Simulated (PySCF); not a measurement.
C4H2BrF. Atoms are numbered in the order given.

```xyz
8

C     -0.1640    -3.7805     0.0000
C     -0.4013    -2.5770     0.0000
C     -0.7129    -1.1958     0.0000
C      0.2324    -0.2219     0.0000
F      1.5328    -0.4808     0.0000
Br    -0.1658     1.6199     0.0000
H      0.0520    -4.8395     0.0000
H     -1.7677    -0.8793     0.0000
```
Charge 0, spin multiplicity 1.

Geometry: PBE-D3(BJ)/def2-SVP. The structure was generated by enumeration; whether it is a known compound was not checked.

The numbers are results of PySCF with HF/def2-TZVP, not measurements.

Symmetry labels are those of the subgroup Cs that the program uses (full group Cs).

Computed valence orbital energies around the gap with their symmetry:
| orbital | symmetry | energy (eV) |
|---|---|---|
| HOMO−7 | A' | -19.08 |
| HOMO−6 | A' | -17.32 |
| HOMO−5 | A' | -15.20 |
| HOMO−4 | A" | -13.64 |
| HOMO−3 | A' | -12.24 |
| HOMO−2 | A" | -12.22 |
| HOMO−1 | A' | -11.03 |
| HOMO | A" | -9.35 |
| LUMO | A" | 2.33 |
| LUMO+1 | A' | 3.30 |
| LUMO+2 | A' | 4.24 |
| LUMO+3 | A' | 4.40 |
